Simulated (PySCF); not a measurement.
An unknown gives this computed stick spectrum. Method used: TDDFT wB97X-D/def2-SVPD, vertical, gas phase, core orbitals frozen in the response (PySCF 2.14.0, density-fitted response routines). Geometries: GFN2-xTB, one conformer each.

```csv
state,ν̃ (cm⁻¹),f,"main configurations (H = HOMO, L = LUMO)"
S1,58510,0.015,"H→L (52%), H→L+1 (31%)"
S2,65810,0.0017,"H→L+2 (40%), H→L+1 (37%), H→L (11%)"
S3,66890,0.0057,"H→L+2 (41%), H→L (29%), H→L+1 (10%)"
S4,70070,0.011,"H→L+3 (78%), H-1→L (9%)"
S5,70550,0.040,"H-1→L (55%), H-1→L+1 (22%)"
S6,73170,0.017,"H-1→L+1 (57%), H-1→L (21%)"
S7,73900,0.0084,"H-2→L+1 (42%), H→L+4 (28%), H→L+6 (13%)"
S8,74630,0.027,H-1→L+2 (80%)
```

Triplets computed (Tamm–Dancoff): 7.05, 8.08, 8.16 eV.

Question: Which candidate is it? All have the formula C6H12O.
A. `OC1CCCCC1`
B. `C/C=C(/C)COC`
C. `CC[C@@H](C)C(C)=O`

Answer: A. Its S1, at 7.25 eV, is the highest among the candidates; the nearest of the others has S1 at 6.83 eV. S1 is HOMO→LUMO (52%), HOMO→LUMO+1 (31%). Löwdin shares by element: HOMO oxygen 45%, carbon 33% or more (atoms not listed hold the other 22%); LUMO hydrogen 28% or more, oxygen 14% (atoms not listed hold the other 58%). At the same level the other candidates give, for their lowest levels:
- `C/C=C(/C)COC`: 6.83 eV (f 0.005); 7.06 eV (f 0.020); 7.13 eV (f 0.388); 7.58 eV (f 0.024); 7.89 eV (f 0.002); T1 4.47 eV; HOMO -8.85, LUMO 2.17 eV
- `CC[C@@H](C)C(C)=O`: 4.48 eV (f 0.000); 7.31 eV (f 0.020); 7.89 eV (f 0.007); 8.17 eV (f 0.023); 8.27 eV (f 0.001); T1 3.97 eV; HOMO -9.07, LUMO 1.44 eV
